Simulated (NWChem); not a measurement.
C$_{3}$H$_{4}$N$_{2}$O; SMILES CO/C=N/C#N

```xyz
10

C     -0.7977    -2.1175     0.0000
O      0.5378    -1.6261     0.0000
C      0.7091    -0.3301     0.0000
N     -0.2687     0.4938     0.0000
C     -0.0561     1.8043     0.0000
N      0.0402     2.9641     0.0000
H     -0.7170    -3.2100     0.0000
H     -1.3351    -1.7670     0.8928
H     -1.3351    -1.7670    -0.8928
H      1.7749    -0.0548     0.0000
```
Atoms are numbered in this order, from 1.

Computed with NWChem. Pople sets run with spherical d functions. All runs use the structure optimised with PBE0/def2-SVP. GIAO values for the isolated, static molecule; σ is the absolute isotropic shielding, δ = σ(reference) − σ with the isolated reference molecule computed at the same levels (13C: tetramethylsilane, 1H: tetramethylsilane, 15N: ammonia, 17O: water).

| level | δ C1 (ppm) | δ O2 (ppm) | δ C3 (ppm) | δ N4 (ppm) | δ C5 (ppm) | δ N6 (ppm) | δ H7 (rotor mean) (ppm) |
|---|---|---|---|---|---|---|---|
| B3LYP/6-31G* | 51.4 | 146.0 | 153.8 | 192.1 | 97.8 | 232.8 | 3.71 |
| Hartree-Fock/6-31G* | 49.9 | 108.0 | 165.8 | 182.8 | 101.6 | 236.1 | 3.82 |
| B3LYP/6-311G** | 55.2 | 186.6 | 169.8 | 233.1 | 113.2 | 281.7 | 3.81 |
| BHandHLYP/pcSseg-1 | 54.8 | 165.8 | 177.0 | 228.4 | 115.9 | 277.8 | 3.83 |
